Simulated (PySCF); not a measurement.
# Reading the logs of faulty runs: AlBH5NSi

All numbers below are calculated, not measured. The program is PySCF 2.14.0, an open-source quantum chemistry code, run on an isolated molecule that a program drew, which may never have been made. The molecule is AlBH5NSi (charge 0, singlet), drawn as the SMILES string `[AlH2][BH]N[SiH]`.

Each row is a Hartree-Fock (HF) and frozen-core CCSD(T) single point in the cc-pV(D+d)Z basis, meant for a local HF minimum. Run 1 is clean. Each other run has one planted mistake out of seven kinds, and not every kind appears here: one electron removed, one electron added, multiplicity raised by two, geometry at a saddle point, minimal basis STO-3G, one bond length entered in bohr, all coordinates scaled. The reference is restricted for singlets and unrestricted otherwise, and also for a bond in bohr. Adding or removing an electron swaps singlet and doublet. Electrons count all cores. HOMO and LUMO are orbital energies over both spins, the gradient is its largest component, and the lowest frequency (negative if imaginary) is given only where the gradient is small. Bond lengths are over the 8 bonds as drawn. T1 is the CCSD diagnostic: over 0.02 (restricted) or 0.045 (unrestricted) a single reference is doubtful.

Geometry of the clean run:
```xyz
9
AlBH5NSi, angstrom
Al   -1.3546    0.2544   -1.9896
B    -1.1037   -1.9070   -2.1223
N    -0.2275   -2.6143   -1.2419
Si    0.1646   -4.3128   -1.1191
H    -0.5517    1.0856   -0.8921
H    -2.3172    1.0766   -2.9479
H    -1.6886   -2.5771   -2.9345
H     0.2570   -2.0472   -0.5669
H    -0.7268   -4.7801   -2.2480
```

```
run  electrons  basis functions  <S^2>  HOMO (eV)  LUMO (eV)  gradient (hartree/bohr)  lowest frequency (cm^-1)  mean bond (Å)  longest bond (Å)      T1  HF (hartree)  CCSD(T) (hartree)                 mistake
  1         44               99  0.000      -8.74       0.42                  2.3e-05                        57         1.5326             2.180  0.0147    -612.88066         -613.34808                no fault
  2         45               99  0.790      -0.46       4.50                  3.7e-02                         -         1.5326             2.180  0.0268    -612.88020         -613.37322      one electron added
  3         43               99  0.764     -13.94      -6.86                  5.4e-02                         -         1.5326             2.180  0.0481    -612.59345         -613.03821    one electron removed
  4         44               99  0.000      -8.84       0.38                  2.9e-02                         -         1.6077             2.287  0.0165    -612.86395         -613.33812  all coordinates scaled
  5         44               33  0.000      -5.85       6.08                  3.2e-02                         -         1.5326             2.180  0.0179    -605.60822         -605.81511                       ?
  6         44               99  2.005      -7.43       0.17                  2.9e-02                         -         1.5326             2.180  0.0250    -612.83376         -613.28217                       ?
```

**Which mistake was planted in run 5, and what did it cost?**

It has 33 basis functions where the clean run has 99, with the same electrons and geometry. So the mistake is: minimal basis STO-3G. Subtracting run 1 and multiplying by 627.51 kcal/mol a hartree, the energy moved by 4563.5 kcal/mol in HF and 4727.0 kcal/mol in CCSD(T).

**Which mistake was planted in run 6, and what did it cost?**

Electrons, basis and geometry are unchanged, and <S^2> is 2.005, beside S(S+1) = 2.00 for a multiplicity of 3. So the mistake is: multiplicity raised by two. Subtracting run 1 and multiplying by 627.51 kcal/mol a hartree, the energy moved by 29.4 kcal/mol in HF and 41.4 kcal/mol in CCSD(T).

Cautions from the logs. Run 3: T1 is over the limit, so its CCSD(T) energy is less reliable.
